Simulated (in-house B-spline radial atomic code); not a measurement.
Checks on a self-consistent run for Tl VII (Tl6+), [Xe] 4f14 5d6 9p1. Computed with an all-electron radial atomic-structure program (B-spline basis): Dirac-Hartree-Fock, average of configuration, Fermi nucleus of rms radius 5.4759 fm.

```json
{"orbital": "1s1/2", "q": "2", "ε (Eh)": "-3167.92037", "<1/r>": "99.3522", "<r²>": "0.00036894", "small-component weight": "0.095158"}
{"orbital": "2s1/2", "q": "2", "ε (Eh)": "-572.58807", "<1/r>": "24.533", "<r²>": "0.00554458", "small-component weight": "0.021925"}
{"orbital": "2p1/2", "q": "2", "ε (Eh)": "-548.69579", "<1/r>": "24.444", "<r²>": "0.00392173", "small-component weight": "0.02197"}
{"orbital": "2p3/2", "q": "4", "ε (Eh)": "-472.66319", "<1/r>": "19.6777", "<r²>": "0.00510163", "small-component weight": "0.019407"}
{"orbital": "3s1/2", "q": "2", "ε (Eh)": "-142.08171", "<1/r>": "9.01343", "<r²>": "0.0358633", "small-component weight": "0.0073785"}
{"orbital": "3p1/2", "q": "2", "ε (Eh)": "-131.37435", "<1/r>": "8.91145", "<r²>": "0.0327157", "small-component weight": "0.0073085"}
{"orbital": "3p3/2", "q": "4", "ε (Eh)": "-114.24785", "<1/r>": "7.6723", "<r²>": "0.039023", "small-component weight": "0.0065758"}
{"orbital": "3d3/2", "q": "4", "ε (Eh)": "-96.80543", "<1/r>": "7.55154", "<r²>": "0.029922", "small-component weight": "0.0064309"}
{"orbital": "3d5/2", "q": "6", "ε (Eh)": "-93.18164", "<1/r>": "7.27288", "<r²>": "0.0316373", "small-component weight": "0.0062319"}
{"orbital": "4s1/2", "q": "2", "ε (Eh)": "-35.98529", "<1/r>": "3.80411", "<r²>": "0.172884", "small-component weight": "0.0024989"}
{"orbital": "4p1/2", "q": "2", "ε (Eh)": "-31.33758", "<1/r>": "3.69274", "<r²>": "0.176064", "small-component weight": "0.0024037"}
{"orbital": "4p3/2", "q": "4", "ε (Eh)": "-27.12002", "<1/r>": "3.28358", "<r²>": "0.206085", "small-component weight": "0.0021461"}
{"orbital": "4d3/2", "q": "4", "ε (Eh)": "-19.52765", "<1/r>": "3.07849", "<r²>": "0.216002", "small-component weight": "0.0019371"}
{"orbital": "4d5/2", "q": "6", "ε (Eh)": "-18.73131", "<1/r>": "2.98172", "<r²>": "0.22671", "small-component weight": "0.0018646"}
{"orbital": "5s1/2", "q": "2", "ε (Eh)": "-9.16230", "<1/r>": "1.56264", "<r²>": "0.854242", "small-component weight": "0.00064723"}
{"orbital": "5p1/2", "q": "2", "ε (Eh)": "-7.46677", "<1/r>": "1.45673", "<r²>": "0.964554", "small-component weight": "0.00057837"}
{"orbital": "5p3/2", "q": "4", "ε (Eh)": "-6.65147", "<1/r>": "1.31834", "<r²>": "1.12609", "small-component weight": "0.00050509"}
{"orbital": "4f5/2", "q": "6", "ε (Eh)": "-8.87526", "<1/r>": "2.63576", "<r²>": "0.252871", "small-component weight": "0.0015019"}
{"orbital": "4f7/2", "q": "8", "ε (Eh)": "-8.69950", "<1/r>": "2.59864", "<r²>": "0.259588", "small-component weight": "0.001472"}
{"orbital": "5d3/2", "q": "2.4", "ε (Eh)": "-4.26808", "<1/r>": "1.10009", "<r²>": "1.57554", "small-component weight": "0.00036838"}
{"orbital": "5d5/2", "q": "3.6", "ε (Eh)": "-4.16127", "<1/r>": "1.06843", "<r²>": "1.65385", "small-component weight": "0.00035136"}
{"orbital": "9p1/2", "q": "0.33333", "ε (Eh)": "-0.62545", "<1/r>": "0.16504", "<r²>": "76.888", "small-component weight": "2.3973e-05"}
{"orbital": "9p3/2", "q": "0.66667", "ε (Eh)": "-0.60692", "<1/r>": "0.159365", "<r²>": "81.7014", "small-component weight": "2.2789e-05"}
```

Electron-electron repulsion V_ee = 7201.1560 hartree.

Question: What total energy follows from the eigenvalues?

Answer: The eigenvalues count the repulsion twice, so E = Σqε - V_ee = -13061.449 - 7201.156 = -20262.605 hartree; the run printed -20262.605.

Question: Does the Dirac virial theorem hold?

Answer: For a point nucleus E = -2c²Σq·w, with w the small-component weight. Here Σq·w = 0.53928 and c = 137.0360, so the ratio E/(-2c²Σq·w) is 1.000417; the finite nucleus accounts for the departure from 1.

Question: What diamagnetic shielding (Lamb formula) and susceptibility (Langevin formula) do the radii give?

Answer: σ = (α²/3)Σq<1/r> = 628.648/(3·137.036²) = 11159 ppm, and χ = -0.79199×10⁻⁶·Σq<r²> = -83.92×10⁻⁶ cm³/mol with Σq<r²> = 105.96 bohr². Both are non-relativistic formulas without the paramagnetism of open shells; for so heavy an element the full relativistic shielding is larger by tens of per cent.
